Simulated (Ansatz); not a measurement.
Consider the redistribution: `CBC([SiH3])Cl` + `OB([SiH3])Cl` → `CBB([SiH3])Cl` + `OC([SiH3])Cl`.

Calculated with Ansatz (gas phase, PBE0-D4/def2-TZVP geometries, no zero-point term in ΔE). CCSD(T)/CBS is the MP2 limit (def2-TZVPP, def2-QZVPP) plus CCSD(T) − MP2 in def2-TZVPP, frozen cores. Functionals use def2-TZVPP. B3LYP here is the variant with VWN-RPA as its local correlation; programs differ in this. Each species was taken in one conformer, which may not be the lowest.

```csv
level,ΔE (kJ/mol),difference from CCSD(T)/CBS
PBE-D4,239.9,-15.8
B2PLYP,253.7,-2.0
B3LYP,244.4,-11.3
HF/def2-TZVPP,250.7,-5.0
MP2/def2-TZVPP,268.6,12.9
SCS-MP2/def2-TZVPP,261.4,5.7
CCSD(T)/def2-TZVPP,256.4,0.7
MP2/def2-QZVPP,268.3,12.6
SCS-MP2/def2-QZVPP,261.2,5.5
HF/CBS(def2),250.9,-4.8
CCSD(T)/CBS,255.7,0
```

Largest T1 diagnostic among the species: 0.013.

From PBE to PBE0 (25 % exact exchange), in def2-TZVPP and without D4, ΔE moves by +7.6 kJ/mol. In def2-TZVPP, CCSD(T) changes the Hartree–Fock value by +5.7 kJ/mol (the triples alone add +0.6 kJ/mol) and MP2 by +17.9 kJ/mol. The D4 term adds +3.1 kJ/mol with B3LYP and +1.5 kJ/mol with PBE0; it sums over pairs of atoms, weighted by their polarisabilities, and B3LYP, whose exchange is more repulsive, gets the larger term.
